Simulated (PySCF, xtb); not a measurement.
Sn(H)(SH) (H2SSn), SMILES [SH][SnH] (connectivity only; charge and spin as stated), neutral, multiplicity 1.

GFN2-xTB in xtb at its own geometry gives an orbital gap of 3.12 eV and a dipole moment of 5.40 D.

The structure is a stationary point at B3LYP-D3(BJ)/def2-TZVP. The def2 effective core potentials stand for the cores of Sn; spin–orbit coupling is left out.

Problem. What does M06-2X/def2-TZVPD run with PySCF give? (The exact figures need the calculation; the answer reports its results.)

Solution. gap 5.90 eV (levels -7.83 and -1.93 eV), dipole 2.05 D.
